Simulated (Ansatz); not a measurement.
The first iterations of a band of AsB2H6N (10 atoms, charge 0, multiplicity 1).

These are results of RKS PBE0/def2-mTZVP in Ansatz 0.2.0, not measurements.

```yaml
movable_images: 4
climbing_image: no
spring: 5.0 eV/Å²
optimiser: quadratic models (default)
start_path: through a guess of the saddle point
force_threshold: 0.05 eV/Å
iteration_limit: 60
end_points: relaxed
```

Image 0:

```xyz
10
Properties=species:S:1:pos:R:3
B -1.572 0.504 -0.622
As -0.151 -0.297 0.430
B 0.904 -1.554 -0.606
N 0.948 0.899 1.321
H -2.165 -0.216 -1.362
H -1.870 1.647 -0.468
H 2.080 -1.619 -0.446
H 0.302 -2.283 -1.328
H 0.595 1.085 2.253
H 1.012 1.784 0.831
```

Image 5:

```xyz
10
Properties=species:S:1:pos:R:3
B -1.688 0.485 -0.681
As -0.252 -0.214 0.421
B 0.897 -1.439 -0.550
N 0.626 1.161 1.299
H -2.238 -0.292 -1.395
H -2.029 1.618 -0.565
H 2.072 -1.454 -0.351
H 0.367 -2.205 -1.291
H 0.816 0.908 2.262
H 1.512 1.381 0.856
```

| iteration | highest image above the first end (eV) | largest band force component (eV/Å) |
| --- | --- | --- |
| 1 | 1.399 | 6.706 |
| 2 | 0.606 | 2.268 |
| 3 | 0.275 | 1.779 |
| 4 | 0.129 | 1.126 |

Problem. Does the band converge within its limit, and where does its top end?

Solution. It converged. It ended after 14 iterations with the highest image 0.104 eV above the first end. No image climbed, so the highest image needn't sit at the top of the path.

Time of the run: 3.2 min on 2 threads of Arm Neoverse V1 (shared host), peak memory 0.25 GiB.
